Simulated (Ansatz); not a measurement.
Consider the formal hydrolysis of a B–C bond: `BN=CBCF` + H₂O → `OBCF` + `BN=C`.

Computed with Ansatz on PBE0-D4/def2-TZVP structures; ΔE is electronic, products minus reactants. CCSD(T)/CBS is the MP2 limit (def2-TZVPP, def2-QZVPP) plus CCSD(T) − MP2 in def2-TZVPP, frozen cores. This one scheme is used for every species. DFT in def2-TZVPP. Each species was taken in one conformer, which may not be the lowest.

| level | ΔE (kcal/mol) | difference from CCSD(T)/CBS |
| --- | --- | --- |
| PBE-D4 | -28.8 | 1.2 |
| r2SCAN-D4 | -30.2 | -0.2 |
| PBE0-D4 | -29.9 | 0.1 |
| PBE | -29.6 | 0.4 |
| HF/def2-TZVPP | -34.9 | -4.9 |
| SCS-MP2/def2-TZVPP | -32.0 | -2.0 |
| CCSD/def2-TZVPP | -31.8 | -1.8 |
| MP2/def2-QZVPP | -30.5 | -0.5 |
| SCS-MP2/def2-QZVPP | -31.3 | -1.3 |
| HF/CBS(def2) | -34.9 | -4.9 |
| CCSD(T)/CBS | -30.0 | 0 |

Largest T1 diagnostic among the species: 0.016.

In def2-TZVPP, CCSD(T) changes the Hartree–Fock value by +3.8 kcal/mol (the triples alone add +0.6 kcal/mol) and MP2 by +3.8 kcal/mol. The D4 term adds +1.2 kcal/mol with B3LYP and +0.7 kcal/mol with PBE0; it sums over pairs of atoms, weighted by their polarisabilities, and B3LYP, whose exchange is more repulsive, gets the larger term. From PBE to PBE0 (25 % exact exchange), in def2-TZVPP and without D4, ΔE moves by −1.0 kcal/mol.

B3LYP here is the variant with VWN-RPA as its local correlation; programs differ in this.
